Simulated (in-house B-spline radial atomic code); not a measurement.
Response and correlation along the 2-electron series, closed shell 1s2; the second-order energy is extrapolated in partial waves. Computed with a B-spline radial code for spherical atoms: relativistic RPA and second-order many-body perturbation theory on Dirac-Hartree-Fock.

```json
{"ion": "Dy64+", "Z": "66", "dipole polarisability (bohr³)": "3.736e-07", "quadrupole polarisability (bohr⁵)": "2.625e-10", "ratio of RPA to uncoupled dipole": "1.0086", "second order correlation energy (Eh)": "-0.049075", "C6 of two such ions (Eh bohr⁶)": "2.0559e-10"}
{"ion": "Ho65+", "Z": "67", "dipole polarisability (bohr³)": "3.4858e-07", "quadrupole polarisability (bohr⁵)": "2.3678e-10", "ratio of RPA to uncoupled dipole": "1.0085", "second order correlation energy (Eh)": "-0.049271", "C6 of two such ions (Eh bohr⁶)": "1.849e-10"}
{"ion": "Er66+", "Z": "68", "dipole polarisability (bohr³)": "3.2548e-07", "quadrupole polarisability (bohr⁵)": "2.1381e-10", "ratio of RPA to uncoupled dipole": "1.0084", "second order correlation energy (Eh)": "-0.049478", "C6 of two such ions (Eh bohr⁶)": "1.6646e-10"}
{"ion": "Tm67+", "Z": "69", "dipole polarisability (bohr³)": "3.041e-07", "quadrupole polarisability (bohr⁵)": "1.9328e-10", "ratio of RPA to uncoupled dipole": "1.0083", "second order correlation energy (Eh)": "-0.049691", "C6 of two such ions (Eh bohr⁶)": "1.5e-10"}
{"ion": "Yb68+", "Z": "70", "dipole polarisability (bohr³)": "2.8432e-07", "quadrupole polarisability (bohr⁵)": "1.7489e-10", "ratio of RPA to uncoupled dipole": "1.0082", "second order correlation energy (Eh)": "-0.049912", "C6 of two such ions (Eh bohr⁶)": "1.353e-10"}
{"ion": "Lu69+", "Z": "71", "dipole polarisability (bohr³)": "2.66e-07", "quadrupole polarisability (bohr⁵)": "1.5841e-10", "ratio of RPA to uncoupled dipole": "1.0081", "second order correlation energy (Eh)": "-0.050152", "C6 of two such ions (Eh bohr⁶)": "1.2215e-10"}
{"ion": "Hf70+", "Z": "72", "dipole polarisability (bohr³)": "2.4899e-07", "quadrupole polarisability (bohr⁵)": "1.4361e-10", "ratio of RPA to uncoupled dipole": "1.008", "second order correlation energy (Eh)": "-0.050391", "C6 of two such ions (Eh bohr⁶)": "1.1037e-10"}
{"ion": "Ta71+", "Z": "73", "dipole polarisability (bohr³)": "2.3321e-07", "quadrupole polarisability (bohr⁵)": "1.3031e-10", "ratio of RPA to uncoupled dipole": "1.0079", "second order correlation energy (Eh)": "-0.05064", "C6 of two such ions (Eh bohr⁶)": "9.9801e-11"}
{"ion": "W72+", "Z": "74", "dipole polarisability (bohr³)": "2.1855e-07", "quadrupole polarisability (bohr⁵)": "1.1834e-10", "ratio of RPA to uncoupled dipole": "1.0078", "second order correlation energy (Eh)": "-0.050898", "C6 of two such ions (Eh bohr⁶)": "9.0344e-11"}
{"ion": "Re73+", "Z": "75", "dipole polarisability (bohr³)": "2.0491e-07", "quadrupole polarisability (bohr⁵)": "1.0756e-10", "ratio of RPA to uncoupled dipole": "1.0077", "second order correlation energy (Eh)": "-0.051171", "C6 of two such ions (Eh bohr⁶)": "8.182e-11"}
{"ion": "Os74+", "Z": "76", "dipole polarisability (bohr³)": "1.9222e-07", "quadrupole polarisability (bohr⁵)": "9.784e-11", "ratio of RPA to uncoupled dipole": "1.0076", "second order correlation energy (Eh)": "-0.051449", "C6 of two such ions (Eh bohr⁶)": "7.4153e-11"}
{"ion": "Ir75+", "Z": "77", "dipole polarisability (bohr³)": "1.804e-07", "quadrupole polarisability (bohr⁵)": "8.9061e-11", "ratio of RPA to uncoupled dipole": "1.0076", "second order correlation energy (Eh)": "-0.051742", "C6 of two such ions (Eh bohr⁶)": "6.7247e-11"}
{"ion": "Pt76+", "Z": "78", "dipole polarisability (bohr³)": "1.6938e-07", "quadrupole polarisability (bohr⁵)": "8.1128e-11", "ratio of RPA to uncoupled dipole": "1.0075", "second order correlation energy (Eh)": "-0.052044", "C6 of two such ions (Eh bohr⁶)": "6.1022e-11"}
```

Q: How fast does the dipole polarisability fall along the series?

A: From 3.736e-07 to 1.694e-07 bohr³; a fit of its logarithm against log Z from Z = 66 to 78 has slope -4.73.
